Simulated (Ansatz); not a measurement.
Coupled-cluster diagnostics for the cluster In2As (the lowest doublet isomer of a short search), Ansatz.

Geometry of the doublet (PBE-D4/def2-TZVP):

```
atom   x (Å)   y (Å)   z (Å)
 In1  -0.728   1.061   1.893
 In2  -0.204  -0.769  -2.146
 As3   0.932  -0.292   0.253
```

In the def2 sets In takes a core potential; there is no spin–orbit coupling. Correlated methods freeze 17 core orbitals; core or outer-core shells of In, As are correlated, in sets that lack core-valence functions. The structure comes from a short search, and lower isomers may exist.

Geometry of the charge 0 quartet (PBE-D4/def2-TZVP):

```xyz
3

In    0.7471   -0.4780   -1.4700
In   -1.5511   -0.3628    0.6402
As    0.8040    0.8408    0.8297
```

(1) Estimate the CCSD(T) correlation energy, the shares of MP2 and (T), T1 and the reference's ⟨S²⟩ for: charge 0, doublet, own geometry in def2-SVP; charge 0, quartet, own geometry in def2-SVP; and the rough time on 2 threads of Arm Neoverse V2 on a shared host.

## Answers

(1) 
```tsv
state	basis	correlation (eV)	MP2 share (%)	(T) share (%)	T1	⟨S²⟩ (pure)	wall time
charge 0, doublet, own geometry	def2-SVP	-10.255	89.6	3.9	0.014	0.77 (0.75)	8.5 s
charge 0, quartet, own geometry	def2-SVP	-10.355	90.2	4.6	0.019	3.83 (3.75)	8.5 s
```
Customary marks for T1 are 0.02 (closed shells), 0.045 (open shells) and about 0.05 (3d metals). T1 stays under 0.02 throughout.
